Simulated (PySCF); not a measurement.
## Fractional electron number in P⁺ (phosphorus, charge +1)

The 3p alpha orbital of [Ne] 3s2 3p2 is emptied in steps (occupation f), with all orbitals relaxed, ending at [Ne] 3s2 3p1. All numbers are calculated (PySCF 2.14, no relativity, point nucleus, in def2-TZVP (5s5p2d1f, 37 functions)). The exact energy is a straight line in f; departures are measured from the line between the end points of the same method.

| f | UHF (eV) | LDA (eV) | PBE (eV) | PBE0 (eV) | r2SCAN (eV) | LC-wPBE (eV) | BHandHLYP (eV) | wB97X (eV) | CAM-B3LYP (eV) | B3LYP (eV) |
| --- | --- | --- | --- | --- | --- | --- | --- | --- | --- | --- |
| 1 | 0.000 | 0.000 | 0.000 | 0.000 | 0.000 | 0.000 | 0.000 | 0.000 | 0.000 | 0.000 |
| 0.9 | 0.051 | -0.442 | -0.432 | -0.314 | -0.407 | -0.061 | -0.200 | -0.090 | -0.194 | -0.343 |
| 0.7 | 0.116 | -1.035 | -1.009 | -0.730 | -0.943 | -0.140 | -0.466 | -0.207 | -0.452 | -0.799 |
| 0.5 | 0.136 | -1.236 | -1.199 | -0.866 | -1.112 | -0.161 | -0.553 | -0.240 | -0.537 | -0.951 |
| 0.3 | 0.112 | -1.039 | -1.004 | -0.723 | -0.919 | -0.130 | -0.463 | -0.195 | -0.449 | -0.796 |
| 0.1 | 0.047 | -0.445 | -0.427 | -0.307 | -0.384 | -0.052 | -0.197 | -0.081 | -0.191 | -0.339 |
| 0 | 0.000 | 0.000 | 0.000 | 0.000 | 0.000 | 0.000 | 0.000 | 0.000 | 0.000 | 0.000 |

```csv
method,E(f=0) − E(f=1) (eV),−ε at f=1 (eV),−ε at f=0.5 (eV)
UHF,19.164,19.730,19.153
LDA,19.824,14.923,19.811
PBE,19.789,14.992,19.803
PBE0,19.822,16.337,19.843
r2SCAN,19.950,15.422,20.020
LC-wPBE,19.949,19.262,19.978
BHandHLYP,19.620,17.399,19.628
wB97X,19.685,18.675,19.722
CAM-B3LYP,19.755,17.601,19.764
B3LYP,19.748,15.943,19.757
```

Orbital energy along the path (eV):

| f | UHF | LDA | PBE | PBE0 | r2SCAN | LC-wPBE | BHandHLYP | wB97X | CAM-B3LYP | B3LYP |
| --- | --- | --- | --- | --- | --- | --- | --- | --- | --- | --- |
| 1 | -19.730 | -14.923 | -14.992 | -16.337 | -15.422 | -19.262 | -17.399 | -18.675 | -17.601 | -15.943 |
| 0.9 | -19.609 | -15.886 | -15.946 | -17.037 | -16.345 | -19.410 | -17.845 | -18.889 | -18.032 | -16.701 |
| 0.7 | -19.376 | -17.836 | -17.870 | -18.442 | -18.191 | -19.701 | -18.737 | -19.315 | -18.898 | -18.227 |
| 0.5 | -19.153 | -19.811 | -19.803 | -19.843 | -20.020 | -19.978 | -19.628 | -19.722 | -19.764 | -19.757 |
| 0.3 | -18.941 | -21.801 | -21.725 | -21.226 | -21.790 | -20.229 | -20.511 | -20.088 | -20.622 | -21.280 |
| 0.1 | -18.739 | -23.785 | -23.606 | -22.566 | -23.421 | -20.432 | -21.379 | -20.415 | -21.462 | -22.776 |
| 0 | -18.641 | -24.766 | -24.516 | -23.209 | -24.164 | -20.507 | -21.805 | -20.585 | -21.873 | -23.505 |

Reference removal energy between the ground levels: 19.769 eV (semi-empirical (NIST evaluation); NIST Atomic Spectra Database, ionization energies). The calculation has no spin-orbit coupling. UHF lacks correlation.
